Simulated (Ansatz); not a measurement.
One change: `[InH2][B]1CO1` becomes `SB1CO1`.

Ansatz, PBE0-D4/def2-TZVP geometries, multiplicity 1. Each molecule was computed in one conformer, which needn't be the lowest.

Elements past krypton have def2 core potentials.

```json
{"property": "HOMO energy (ωB97M-V/def2-TZVPP) / eV", "`[InH2][B]1CO1`": "-9.50"}
{"property": "size of the dipole moment (B3LYP/def2-TZVPP) / D", "`[InH2][B]1CO1`": "1.10"}
{"property": "HOMO–LUMO gap (PBE/def2-TZVPP) / eV", "`[InH2][B]1CO1`": "3.50"}
{"property": "HOMO–LUMO gap (B3LYP/def2-TZVPP) / eV", "`[InH2][B]1CO1`": "4.88"}
{"property": "LUMO energy (PBE0/def2-TZVPP) / eV", "`[InH2][B]1CO1`": "-2.00"}
{"property": "HOMO–LUMO gap (ωB97M-V/def2-TZVPP) / eV", "`[InH2][B]1CO1`": "8.98"}
```

Problem. What does the change do to each property? (An estimate is asked.)

Solution. The calculation gave: 
| property | `SB1CO1` | shift |
| --- | --- | --- |
| HOMO energy (ωB97M-V/def2-TZVPP) / eV | -10.36 | -0.86 |
| size of the dipole moment (B3LYP/def2-TZVPP) / D | 0.62 | -0.48 |
| HOMO–LUMO gap (PBE/def2-TZVPP) / eV | 5.98 | 2.48 |
| HOMO–LUMO gap (B3LYP/def2-TZVPP) / eV | 7.80 | 2.92 |
| LUMO energy (PBE0/def2-TZVPP) / eV | 0.10 | 2.10 |
| HOMO–LUMO gap (ωB97M-V/def2-TZVPP) / eV | 12.28 | 3.30 |

With PBE0 the HOMO falls by 0.79 eV and the LUMO rises by 2.10 eV, so the gap widens by about 2.89 eV. PBE moves the HOMO by -0.64 eV and ωB97M-V by -0.86 eV. The zero-point energy changes by -4.0 kJ/mol with -3 modes. Dipoles are sizes alone; their direction can turn.

B3LYP here is the variant with VWN-RPA as its local correlation; programs differ in this.
